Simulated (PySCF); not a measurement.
C3H8Si2, SMILES C=C1C[SiH2][SiH2]1.

Coordinates come from a B3LYP-D3(BJ)/def2-SVP optimisation. The structure was generated by enumeration, and PubChem lists no compound with its InChIKey, so it may never have been made.

Two levels are set side by side: PBE/def2-TZVP (PySCF) and B3LYP/def2-TZVP (PySCF). Same geometry, gas phase. Differences are taken from unrounded values.

```csv
quantity,PBE
orbital gap (eV),4.57
highest occupied level (eV),-6.23
lowest empty level (eV),-1.65
dipole moment (D),0.48
mean polarisability (bohr³),95.6
```

Question: These are the PBE values. What does B3LYP give? (An estimate is asked for; the answer gives what the named calculation found.)

Answer: 
```json
[
 {"quantity": "orbital gap (eV)", "B3LYP": "6.18", "PBE minus B3LYP": "-1.60"},
 {"quantity": "highest occupied level (eV)", "B3LYP": "-7.07", "PBE minus B3LYP": "0.84"},
 {"quantity": "lowest empty level (eV)", "B3LYP": "-0.89", "PBE minus B3LYP": "-0.76"},
 {"quantity": "dipole moment (D)", "B3LYP": "0.37", "PBE minus B3LYP": "0.11"},
 {"quantity": "mean polarisability (bohr³)", "B3LYP": "93.1", "PBE minus B3LYP": "2.5"}
]
```

PBE's occupied levels lie high since its potential decays too fast outside the molecule; exact exchange lowers them and widens the gap. Differences between two approximate levels are no errors against the true value.

Rough cost on one machine, each run with all the roots and properties that it gave: B3LYP against PBE within a factor of 2.
